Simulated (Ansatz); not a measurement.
`C#C[SiH](N)[GaH2]` + `BF` → `N[SiH]([GaH2])BF` + `C#C` at 298.15 K and 1 bar (formal exchange of groups at the Si–C bond).

Calculated with Ansatz (gas phase, PBE0-D4/def2-TZVP geometries, no zero-point term in ΔE). CCSD(T)/CBS is the MP2 limit (def2-TZVPP, def2-QZVPP) plus CCSD(T) − MP2 in def2-TZVPP, frozen cores. This one scheme is used for every species. For Ga outer-core shells are correlated without core-valence functions, which leaves a few kJ/mol of doubt a bond. Scalar relativity is left out up to krypton. Each species was taken in one conformer, which may not be the lowest.

```tsv
species	CCSD(T)/CBS energy (Eh)	H − E (kJ/mol)	S (J/(mol·K))
`C#C[SiH](N)[GaH2]`	-2347.39412	203.6	388.3
`BF`	-125.82039	69.3	222.5
`N[SiH]([GaH2])BF`	-2395.96194	193.3	402.0
`C#C`	-77.22717	80.8	200.2
```

H − E and S are ideal-gas, rigid-rotor, harmonic terms from PBE0-D4/def2-TZVP, for one conformer and one mirror image of each species. 1 Eh = 2625.50 kJ/mol, R = 8.31446 J/(mol·K).

By hand: ΔE, ΔH, ΔS and ΔG.

ΔE = (-2395.96194) + (-77.22717) − (-2347.39412) − (-125.82039) = 0.02540 Eh = 66.7 kJ/mol. Δ(H − E) = 193.3 + 80.8 − 203.6 − 69.3 = 1.2, so ΔH = 67.9 kJ/mol. ΔS = 402.0 + 200.2 − 388.3 − 222.5 = -8.6 J/(mol·K). ΔG = 67.9 − 298.15 × (-8.6)/1000 = 70.5 kJ/mol.

By hand: the equilibrium constant, and the temperature at which ΔG would vanish if ΔH and ΔS stayed fixed.

log₁₀ K = −ΔG/(RT ln 10) = -12.4. ΔH and −TΔS have one sign here, so there is no such temperature.

The number of gas molecules stays the same, so ΔS is small and ΔH decides. A doubt of 5 kJ/mol in ΔE shifts log₁₀ K by 0.9 here. Other conformers and mirror images would add mixing entropy, several J/(mol·K) or more a flexible species. Modes under 60 cm⁻¹, often nearly free rotors, make the harmonic entropy too high. These are equilibria of isolated gas molecules and say nothing of rates. Largest T1 diagnostic: 0.014 (customary marks: 0.02 for closed shells, 0.045 for open ones).

ΔS is within the doubt of such terms, so its sign, and with it that verdict, could turn.
